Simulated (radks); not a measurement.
The numbers below are computed, except where a source is named.
Task: Valence configurations of Al II (all share [Ne]). Level of theory: scalar-relativistic Kohn-Sham, LDA (Slater exchange, Perdew-Wang correlation), spin-unpolarised, spherical densities, finite nucleus; Fermi nuclear charge, rms radius 3.061 fm (a radial shooting solver on a logarithmic mesh with Libxc functionals). Order these by energy: 3s1 3p1; 3p2; 3s2; 3s0.5 3p1.5; 3s1.5 3p0.5.

Result: From the lowest, in eV above it: 3s2 0.000; 3s1.5 3p0.5 2.896; 3s1 3p1 5.819; 3s0.5 3p1.5 8.770; 3p2 11.748. NIST lists [Ne] 3s2 as the ground configuration; this level of theory agrees among the configurations tried. The energies are those of spherical spin-averaged densities, not of single terms.
